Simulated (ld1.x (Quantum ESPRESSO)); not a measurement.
## O (Z = 8): variants of one TM potential

Base potential:

* Element: O
* Generator: ld1.x (Quantum ESPRESSO) 7.5
* Type: norm-conserving Troullier–Martins (Kleinman–Bylander form)
* Functional: LDA (PZ)
* Relativity: non-relativistic
* Frozen core: [He]
* Valence charge: 6
* Reference configuration: 2s2 2p3.5 (charge +0.5)
* Partial waves: 2p (bound): rc 1.25 bohr; 3d channel at -0.15 Ry: rc 1.10 bohr; 2s (bound): rc 0.90 bohr
* Local potential: the s channel
* Core correction: Bessel-smoothed model core, default radius (core density twice the valence density)

Cutoffs, loose and tight: the cutoffs (Ry, on a coarse ladder) from which the occupation-weighted sum of valence levels, in a spherical-Bessel basis at the reference potential, stays within 10 and 1 mRy of its value at 400 Ry. They do not see the model core or the augmentation charge, which bear on the density cutoff. Test errors are all-electron minus pseudo excitation energies from the reference, over the configurations 2s2 2p4; 2s2 2p3; 2s2 2p2; 2s0 2p6; 2s1 2p4; 2s2 2p4.3; 2s2 2p0 (two spin-polarised tests are not counted in the largest error). A dash means not determined; rows that change the core or the reference have their own tests.

```tsv
change	outcome	cutoff, loose	cutoff, tight	bound ghosts	largest test error (meV)
base	generated	90 Ry	180 Ry	none	+1011
all radii but the core radius scaled by about 0.82 (s 0.74, p 1.02, d 0.90 bohr)	generated	120 Ry	200 Ry	none	+372
all radii but the core radius scaled by about 0.95 (s 0.86, p 1.20, d 1.04 bohr)	generated	100 Ry	180 Ry	none	+797
all radii but the core radius scaled by about 1.04 (s 0.94, p 1.30, d 1.14 bohr)	generated	80 Ry	160 Ry	none	+1273
all radii but the core radius scaled by about 1.12 (s 1.00, p 1.40, d 1.24 bohr)	generated	70 Ry	140 Ry	none	+1735
all radii but the core radius scaled by about 1.25 (s 1.12, p 1.56, d 1.38 bohr)	generated	60 Ry	120 Ry	none	+2627
all radii but the core radius scaled by about 1.31 (s 1.18, p 1.64, d 1.44 bohr)	generated	55 Ry	110 Ry	none	+3161
all radii but the core radius scaled by about 1.38 (s 1.24, p 1.72, d 1.52 bohr)	generated	50 Ry	100 Ry	none	+3774
```

(1) What comes out with this change to the base: all radii but the core radius scaled by about 1.19 (s 1.08, p 1.48, d 1.30 bohr)?

(2) What comes out with this change to the base: all radii but the core radius scaled by about 0.73 (s 0.66, p 0.92, d 0.80 bohr)?

(3) What comes out with this change to the base: all radii but the core radius scaled by about 0.89 (s 0.80, p 1.10, d 0.98 bohr)?

Results:

(1) outcome: generated; cutoff, loose: 70 Ry; cutoff, tight: 140 Ry; bound ghosts: none; largest test error (meV): +2161.

(2) outcome: generated; cutoff, loose: 140 Ry; cutoff, tight: 260 Ry; bound ghosts: none; largest test error (meV): +230.

(3) outcome: generated; cutoff, loose: 110 Ry; cutoff, tight: 200 Ry; bound ghosts: none; largest test error (meV): +546.

Reading the sweep of the scale of all radii but the core radius (base = 1) (base included, trends over the rows without a ghost): The loose cutoff falls from 140 Ry at 0.73 to 50 Ry at 1.38. A larger radius leaves more room for a smooth pseudo-wave, so fewer plane waves are needed; a smaller one forces it to follow the all-electron wave where it bends sharply. The median size of the test errors (rows with all tests solved) is not monotonic: lowest 3.8 meV at 1.04, highest 46.7 meV at 1.38.
